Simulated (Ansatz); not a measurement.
`[BH2][GeH]([CH3])[SiH3]` + NH₃ → `[BH2][GeH]([CH3])[NH2]` + SiH₄ at 600 K and 1 bar (cleavage of the Ge–Si bond).

Calculated with Ansatz (gas phase, PBE0-D4/def2-TZVP geometries, no zero-point term in ΔE). CCSD(T)/CBS is the MP2 limit (def2-TZVPP, def2-QZVPP) plus CCSD(T) − MP2 in def2-TZVPP, frozen cores. This one scheme is used for every species. For Ge outer-core shells are correlated without core-valence functions, which leaves a few kJ/mol of doubt a bond. Scalar relativity is left out up to krypton. Each species was taken in one conformer, which may not be the lowest.

```json
{"species": "`[BH2][GeH]([CH3])[SiH3]`", "CCSD(T)/CBS energy (Eh)": "-2433.42294", "H − E (kJ/mol)": "311.7", "S (J/(mol·K))": "502.1"}
{"species": "NH₃", "CCSD(T)/CBS energy (Eh)": "-56.50880", "H − E (kJ/mol)": "112.4", "S (J/(mol·K))": "219.5"}
{"species": "`[BH2][GeH]([CH3])[NH2]`", "CCSD(T)/CBS energy (Eh)": "-2198.45910", "H − E (kJ/mol)": "306.0", "S (J/(mol·K))": "463.2"}
{"species": "SiH₄", "CCSD(T)/CBS energy (Eh)": "-291.46306", "H − E (kJ/mol)": "108.7", "S (J/(mol·K))": "242.3"}
```

H − E and S are ideal-gas, rigid-rotor, harmonic terms from PBE0-D4/def2-TZVP, for one conformer and one mirror image of each species. 1 Eh = 2625.50 kJ/mol, R = 8.31446 J/(mol·K).

Q: By hand: ΔE, ΔH, ΔS and ΔG.

A: ΔE = (-2198.45910) + (-291.46306) − (-2433.42294) − (-56.50880) = 0.00958 Eh = 25.2 kJ/mol. Δ(H − E) = 306.0 + 108.7 − 311.7 − 112.4 = -9.4, so ΔH = 15.8 kJ/mol. ΔS = 463.2 + 242.3 − 502.1 − 219.5 = -16.1 J/(mol·K). ΔG = 15.8 − 600 × (-16.1)/1000 = 25.5 kJ/mol.

Q: By hand: the equilibrium constant, and the temperature at which ΔG would vanish if ΔH and ΔS stayed fixed.

A: log₁₀ K = −ΔG/(RT ln 10) = -2.2. ΔH and −TΔS have one sign here, so there is no such temperature.

TΔS isn't small against ΔH here. A doubt of 5 kJ/mol in ΔE shifts log₁₀ K by 0.4 here. Other conformers and mirror images would add mixing entropy, several J/(mol·K) or more a flexible species. These are equilibria of isolated gas molecules and say nothing of rates. Largest T1 diagnostic: 0.012 (customary marks: 0.02 for closed shells, 0.045 for open ones).
